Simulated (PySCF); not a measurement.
Ligands exchanged one at a time, In F-Cl. Gas-phase values, no solvent. Strings in code marks are SMILES.

Level of theory: PBE-D3(BJ)/def2-TZVP // PBE0-D4/def2-TZVP (PySCF 2.14.0). Excitations are Tamm–Dancoff values on a coarser integration grid. The basis has no diffuse functions, so Rydberg states are missing or too high.

| species | S1 excitation (TDA) (eV) | S1 oscillator strength |
|---|---|---|
| 0 of 3 F replaced by Cl (`[F][In]([F])[F]`) | 5.10 | 0.000 |
| 1 of 3 F replaced by Cl (`[F][In]([F])[Cl]`) | (withheld) | 0.013 |
| 2 of 3 F replaced by Cl (`[F][In]([Cl])[Cl]`) | 4.48 | (withheld) |
| 3 of 3 F replaced by Cl (`[Cl][In]([Cl])[Cl]`) | 4.41 | 0.000 |

Task: What belongs in the gaps?

Result: 
- 1 of 3 F replaced by Cl (`[F][In]([F])[Cl]`), S1 excitation (TDA) (eV): 4.53
- 2 of 3 F replaced by Cl (`[F][In]([Cl])[Cl]`), S1 oscillator strength: 0.009
